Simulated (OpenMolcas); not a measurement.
**Ag5+: moving or changing the point charges**

Ag5+ among 6 point charges of -1.7 e arranged as a trigonal prism (D3h), 2.04 Å from the ion, with a polar angle of 52.0° against the regular 49.1°.
```
   1.6085    0.0000    1.2547  -1.70
  -0.8043    1.3930    1.2547  -1.70
  -0.8043   -1.3930    1.2547  -1.70
   1.6085    0.0000   -1.2547  -1.70
  -0.8043    1.3930   -1.2547  -1.70
  -0.8043   -1.3930   -1.2547  -1.70
```

| Quantity | Value |
| --- | --- |
| Program | OpenMolcas |
| Method | CASSCF |
| Basis | ANO-RCC-VDZP [6s5p3d1f] |
| Scalar Hamiltonian | DKH2, point nucleus |
| Active space | 6 electrons in 5 orbitals (4d) |
| State averaging | 2S+1 = 5 even, 5 roots; 2S+1 = 3 even, 45 roots; 2S+1 = 1 even, 50 roots |
| Spin-orbit coupling | state interaction with AMFI integrals over the reference wave functions |

Runs around this geometry, states (labels of D3, the rotations of D3h). Energies in cm-1 above the lowest state or level, χT in cm3 K/mol.

```csv
R (Å),q (e),Polar angle / regular,Ground state,First state of that spin,First gap with spin-orbit (degeneracies),χT at 300 K,First state of another spin
2.04,-1.7,0.98,5E,5A1 4530,"1038 (2, 2)",4.925,3A2 23399
2.04,-1.36,1.06,5E,5A1 867.8,"747.3 (2, 2)",5.091,3A2 22512
1.84,-1.7,1.06,5E,5A1 1160,"964.8 (2, 1)",4.959,3A2 21440
2.04,-1.7,1.06,5E,5A1 1098,"834.9 (2, 2)",5.035,3A2 22349
2.22,-1.7,1.06,5E,5A1 991.1,"712.3 (2, 2)",5.114,3A2 22717
```

Taking the first state of the same spin as R^-n, n = -ln(991.1 / 1160) / ln(2.22 / 1.84) = 0.8 between the shortest and longest distance.

Scaling the charges by -1.36 / -1.7 = 0.80 scales the first state of the same spin by 867.8 / 1098 = 0.79; with fixed orbitals a first-order splitting would follow the charge.

An orbital doublet at a regular site is open to a Jahn-Teller distortion, which this geometry leaves out. Without dynamic correlation the repulsion within the d shell is too large (B by tens of per cent), so at a given field states of lower spin stand too high. Point charges give a weaker field than real ligands, and real ions of this kind are as a rule low spin; the high spin found here belongs to the model. The ground term spreads over less than 5000 cm-1, several times less than with real ligands, so orbital moments are less quenched and χT lies further from the spin-only value than at real sites (holds for R = 2.04, q = -1.36, ratio = 1.06; R = 1.84, q = -1.7, ratio = 1.06; R = 2.04, q = -1.7, ratio = 1.06; R = 2.22, q = -1.7, ratio = 1.06). This is an electrostatic model: the charges have no orbitals. No measured value stands beside these numbers.
